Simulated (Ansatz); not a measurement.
Reaction (substitution at a C–C bond): `CCC(=O)CC` + `N[SiH](N)O` → `CO[SiH](N)N` + `CCC(C)=O`

Gas-phase electronic energies from Ansatz, PBE0-D4/def2-TZVP geometries. CCSD(T)/CBS is the MP2 limit (def2-TZVPP, def2-QZVPP) plus CCSD(T) − MP2 in def2-TZVPP, frozen cores. DFT in def2-TZVPP. B3LYP here is the variant with VWN-RPA as its local correlation; programs differ in this. One conformer a species, not always the lowest.

`CCC(=O)CC`:

Z-matrix (Å, degrees):
```
C
C 1 1.514
H 1 1.091 2 110.9
H 1 1.092 2 110.8 3 120.5
H 1 1.091 2 110.9 3 -118.9
C 2 1.512 1 113.7 3 59.5
H 2 1.097 1 111.4 3 -62.3
H 2 1.097 1 111.3 3 -178.9
C 6 1.512 2 116.2 1 -179.2
O 6 1.206 2 121.9 1 0.8
C 9 1.514 6 113.7 2 -179.5
H 9 1.097 6 107.6 2 -55.7
H 9 1.097 6 107.5 2 56.8
H 11 1.091 9 110.9 6 59.7
H 11 1.091 9 110.9 6 -59.2
H 11 1.092 9 110.8 6 -179.7
```

`N[SiH](N)O`:

Cartesian coordinates in Å:
```
N -0.225 -0.830 -1.176
Si -0.320 0.383 0.029
N 0.172 -0.394 1.465
O 0.548 1.669 -0.530
H -0.330 -0.582 -2.146
H -0.601 -1.746 -0.991
H -1.635 0.999 0.326
H 0.988 -0.984 1.493
H -0.034 0.005 2.366
H 1.437 1.480 -0.836
```

`CO[SiH](N)N`:

```xyz
13

C    -1.880   -0.372   -0.201
O    -1.086    0.506    0.557
Si    0.556    0.535    0.505
N     0.993    0.921   -1.105
N     1.401   -0.906    0.854
H    -1.659   -0.301   -1.272
H    -1.733   -1.413    0.112
H    -2.929   -0.112   -0.044
H     0.892    1.497    1.581
H     0.497    1.644   -1.601
H     1.958    0.879   -1.387
H     1.444   -1.669    0.199
H     1.548   -1.209    1.802
```

`CCC(C)=O`:

```xyz
13

C     0.873   -0.519   -1.622
C     0.197    0.354   -0.588
C    -0.238   -0.394    0.652
C    -0.896    0.427    1.730
O    -0.067   -1.582    0.773
H     1.766   -0.991   -1.210
H     0.209   -1.319   -1.951
H     1.165    0.069   -2.495
H    -0.691    0.849   -1.001
H     0.851    1.175   -0.266
H    -1.769    0.951    1.331
H    -1.196   -0.214    2.556
H    -0.205    1.193    2.092
```

(1) Is it downhill or uphill in electronic energy at CCSD(T)/CBS, and by how much? (An estimate is asked.)

(2) What do these levels give: r2SCAN-D4, B2PLYP, r2SCAN, B3LYP, SCS-MP2/def2-TZVPP, MP2/def2-QZVPP? (An estimate is asked.)

Largest T1 diagnostic among the species: 0.013.

## Answers

(1) Computed: Uphill: ΔE = +14.2 kcal/mol.

(2) The calculation gave: r2SCAN-D4 13.2, B2PLYP 12.9, r2SCAN 13.3, B3LYP 11.9, SCS-MP2/def2-TZVPP 13.7, MP2/def2-QZVPP 15.2 kcal/mol.

In def2-TZVPP, CCSD(T) changes the Hartree–Fock value by +2.6 kcal/mol (the triples alone add +0.2 kcal/mol) and MP2 by +3.7 kcal/mol.
